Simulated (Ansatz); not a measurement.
Calculation: frozen-core CCSD(T)/cc-pVTZ // PBE0-D3(BJ)/def2-TZVP in Ansatz (a program for electronic structure). The geometry is that of the parent before the electron was removed.

Ansatz 0.2 input:
```yaml
crystal:
  periodic: [false, false, false]
  atoms:
    - { symbol: N, position_ang: [-0.088492, 1.807801, -0.725494] }
    - { symbol: Si, position_ang: [-0.151984, 0.499734, 0.403294] }
    - { symbol: Si, position_ang: [-1.772667, -1.025746, -0.317823] }
    - { symbol: Si, position_ang: [1.948708, -0.528193, 0.46786] }
    - { symbol: H, position_ang: [0.665759, 2.474171, -0.673228] }
    - { symbol: H, position_ang: [-0.94253, 2.259428, -1.012413] }
    - { symbol: H, position_ang: [-0.500516, 0.883505, 1.811037] }
    - { symbol: H, position_ang: [-1.963642, -2.082405, 0.713019] }
    - { symbol: H, position_ang: [-3.080548, -0.344749, -0.537162] }
    - { symbol: H, position_ang: [-1.36507, -1.671452, -1.594557] }
    - { symbol: H, position_ang: [3.018622, 0.470673, 0.750645] }
    - { symbol: H, position_ang: [1.973326, -1.555957, 1.544288] }
    - { symbol: H, position_ang: [2.259033, -1.186807, -0.829465] }
basis:
  gaussian: { orbitals: cc-pVTZ }
correlation:
  method: ccsd_t
total_charge: 1
magnetization:
  spin_polarized: true
  initial_magnetization: 1
```

Output:

```
Functional definition: HF
1465 factors; integrals over basis functions are off by at most 1.1e-3 eV
mean field evaluation 1: about -25198.4638 eV, gradient 3.3e1 eV
mean field evaluation 2: about -25198.4790 eV, gradient 3.3e1 eV
mean field evaluation 4: about -25203.9714 eV, gradient 3.1e0 eV
mean field evaluation 8: about -25204.1262 eV, gradient 1.8e-1 eV
mean field evaluation 16: about -25204.0826 eV, gradient 8.3e-1 eV
mean field evaluation 32: about -25204.1268 eV, gradient 1.2e-1 eV
mean field evaluation 64: about -25204.1273 eV, gradient 1.1e-3 eV
mean field evaluation 96: about -25201.5313 eV, gradient 3.1e0 eV
mean field evaluation 128: about -25201.0564 eV, gradient 2.4e1 eV
mean field evaluation 160: about -25202.1548 eV, gradient 8.9e0 eV
mean field -25204.64109192 eV, -926.2534758087 hartree, gradient 2.5e-6 eV, S^2 0.767417; 6 other end points of the search recorded, 0 dependent functions left out
determinant -25204.64109192 eV, -926.2534758087 hartree, with singles and doubles -25222.07694373 eV, -926.8942315444 hartree
determinant -25204.12731708 eV, -926.2345949315 hartree, with singles and doubles -25221.93992407 eV, -926.8891961648 hartree
determinant -25204.64109192 eV, -926.2534758087 hartree, with singles and doubles -25221.79295343 eV, -926.8837950932 hartree
determinant -25204.12731708 eV, -926.2345949315 hartree, with singles and doubles -25221.60705673 eV, -926.8769635156 hartree
16 core orbitals not correlated
reference -25204.64109192 eV, -926.2534758087 hartree; 13, 12 occupied and 229, 230 virtual orbitals, 1465 factors
second order -14.84161858 eV of doubles, -0.00000000 eV of singles
cycle   1  -17.15186092 eV  change    5.9e-7 eV  update   5.3e-6
perturbative correction -0.63318774 eV, -0.0232692204 hartree
Total energy: -25222.42614058 eV, -926.9070642918 hartree
```

Cost: around 3 core-hours (rough).
